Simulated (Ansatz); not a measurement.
Reaction (silylene formation by 1,1-elimination): `C=C[Si](C)(N)O` → `C=CC` + `N[Si]O`

Isolated molecules relaxed with PBE0-D4/def2-TZVP in Ansatz; ΔE leaves out vibrations. CBS: MP2 limit from def2 TZ/QZ plus the TZ coupled-cluster correction, frozen cores. This one scheme is used for every species. DFT in def2-TZVPP. B3LYP here is the variant with VWN-RPA as its local correlation; programs differ in this. One conformer a species, not always the lowest.

`C=C[Si](C)(N)O`:

Cartesian coordinates in Å:
```
C 1.024 -0.198 2.071
C 1.327 0.006 0.792
Si 0.094 -0.041 -0.599
C -1.569 -0.628 0.002
N -0.173 1.469 -1.385
O 0.791 -1.056 -1.699
H 1.766 -0.144 2.862
H 0.012 -0.433 2.389
H 2.367 0.230 0.549
H -2.274 -0.688 -0.831
H -1.490 -1.622 0.448
H -1.994 0.044 0.751
H 0.608 2.008 -1.724
H -0.900 2.079 -1.046
H 0.412 -1.025 -2.579
```

`C=CC`:

Z-matrix (Å, degrees):
```
C
C 1 1.490
H 1 1.095 2 111.0
H 1 1.095 2 111.0 3 118.3
H 1 1.092 2 111.5 3 -120.8
C 2 1.325 1 125.1 3 120.8
H 2 1.088 1 116.2 3 -59.2
H 6 1.084 2 121.6 1 -180.0
H 6 1.086 2 121.4 1 0.0
```

`N[Si]O`:

```xyz
6

N     0.840   -0.092   -0.385
Si   -0.789   -0.111   -0.924
O    -1.637    0.138    0.476
H     1.593   -0.223   -1.043
H     1.187    0.038    0.555
H    -1.193    0.250    1.321
```

CCSD(T)/CBS gives +175.5 kJ/mol.

Problem. Another level gave +161.9 kJ/mol. Which?
A. PBE-D4/def2-TZVPP
B. CCSD/def2-TZVPP
C. B3LYP/def2-TZVPP
D. PBE0-D4/def2-TZVPP

Solution. A. PBE-D4 161.9, PBE0-D4 177.9, CCSD/def2-TZVPP 168.7, B3LYP 142.0 kJ/mol.

Largest T1 diagnostic among the species: 0.014.

From PBE to PBE0 (25 % exact exchange), in def2-TZVPP and without D4, ΔE moves by +17.6 kJ/mol. The D4 term adds +21.1 kJ/mol with B3LYP and +12.0 kJ/mol with PBE0; it sums over pairs of atoms, weighted by their polarisabilities, and B3LYP, whose exchange is more repulsive, gets the larger term. In def2-TZVPP, CCSD(T) changes the Hartree–Fock value by +12.8 kJ/mol (the triples alone add +2.1 kJ/mol) and MP2 by +26.6 kJ/mol.
